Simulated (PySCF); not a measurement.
[YBr2]+ at several levels of theory

Computed with PySCF 2.14.0 (density fitting, no spin-orbit coupling) at the geometry relaxed with PBE0:

```xyz
3
[YBr2]+ (singlet)
Y     0.0000    0.0000   -0.9059
Br    2.0576    0.0000    0.4979
Br   -2.0576    0.0000    0.4979
```

```
level                                 basis    state  HOMO (eV)  gap (eV)  charge on Y1 (e)  dipole about the centre of mass (D)  largest force component (eV/Å)
 PBE0    Y def2-SVP with ECP28, Br def2-SVP  singlet     -13.04      5.12              1.18                                 8.00                            0.02
wB97X                              the same  singlet     -15.23      9.39              1.23                                 8.49                            0.09
 PBE0  Y def2-TZVP with ECP28, Br def2-TZVP  singlet     -13.00      5.14              1.42                                 7.82                            0.02
```

Charges are Mulliken's, which hang on the basis. The relaxation used the grid (50, 194), these runs (75, 302) or, all-electron (x2c bases, spin-free X2C Hamiltonian), (99, 590).

Task: What does TPSSh with Y def2-SVP with ECP28, Br def2-SVP give here?

Result: state singlet, HOMO (eV) -12.41, gap (eV) 4.23, charge on Y1 (e) 1.19, dipole about the centre of mass (D) 7.93, largest force component (eV/Å) 0.21. Time: 3.7 s on 2 threads of Arm Neoverse V1, on a shared host, from an already converged density.

In the first row's basis the gap widens with exact exchange: 4.2 to 5.1 eV for TPSSh, PBE0 (a fixed share); 9.4 eV for wB97X (rising or full at long range).
